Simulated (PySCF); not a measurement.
Electron correlation in Zn⁺ (zinc, charge +1)

[Ar] 3d10 4p1, 2P determinant (an excited configuration). All numbers are calculated (PySCF 2.14, scalar relativity by spin-free X2C-1e, in x2c-QZVPPall (11s7p6d4f2g, 108 functions)). Frozen: [Ne]; 19 electrons correlated.

MP2 pair energies summed by pair of shells (mhartree):

```csv
pair,energy,share (%)
3d-3d,-460.19,54.5
3p-3d,-222.83,26.4
3s-3d,-61.93,7.3
3p-3p,-48.71,5.8
3s-3p,-25.75,3.1
3d-4p,-18.09,2.1
3s-3s,-4.50,0.5
3p-4p,-1.51,0.2
3s-4p,-0.22,0.0
```

Total MP2 correlation energy: -843.72 mhartree.

Same-spin part -284.35 and opposite-spin part -559.38 mhartree; SCS-MP2 scales them by 1/3 and 6/5 to -766.03 mhartree.

The basis was made for the ground configuration and has no added diffuse functions, which can raise the energy of the promoted electron.

This basis was not built for core-valence correlation, so the inner-shell part is incomplete.
